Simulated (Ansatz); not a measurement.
TaSi₆⁺. The state is a singlet with charge 1. Geometry PBE-D4/def2-SVP; atoms count from 1.

```xyz
7

Ta    0.0007   -1.8186    0.4422
Si   -1.4881   -0.1770    1.6207
Si    1.5411   -0.1884    1.5692
Si   -1.2826   -0.3454   -1.0679
Si    1.2428   -0.3549   -1.1110
Si   -0.0261    1.6444   -1.8951
Si    0.0122    1.2399    0.4419
```

In the def2 sets Ta takes a core potential; there is no spin–orbit coupling. The restricted singlet is unstable towards broken spin symmetry in Hartree–Fock (as tested in another run); at PBE0-D4/def2-TZVP this wasn't settled. No other spin state of charge 1 was run. The structure comes from a short search, and lower isomers may exist.

Estimate the Mulliken populations from the PBE0/def2-TZVP orbitals of Ansatz.


```tsv
atom	charge (e)	d electrons
Ta1	0.58	3.39
Si2	0.03	–
Si3	0.03	–
Si4	0.04	–
Si5	0.04	–
Si6	0.15	–
Si7	0.13	–
```
Mulliken values and Mayer orders depend strongly on the basis.

And the Mayer bond orders between bonded heavy atoms (over 0.3)?

Ta1–Si2 1.20 (2.51 Å); Ta1–Si3 1.20 (2.51 Å); Ta1–Si4 1.15 (2.47 Å); Ta1–Si5 1.15 (2.47 Å); Ta1–Si7 0.40 (3.06 Å); Si2–Si4 0.41 (2.70 Å); Si2–Si7 0.78 (2.38 Å); Si3–Si5 0.41 (2.70 Å); Si3–Si7 0.78 (2.38 Å); Si4–Si5 0.46 (2.53 Å); Si4–Si6 0.69 (2.49 Å); Si4–Si7 0.47 (2.54 Å); Si5–Si6 0.69 (2.49 Å); Si5–Si7 0.47 (2.54 Å); Si6–Si7 0.82 (2.37 Å). Values over 0.3 also appear between atoms too far apart for a bond (Ta1–Si6 0.32 at 4.18 Å); they arise where an orbital or an unpaired electron spreads over both atoms.
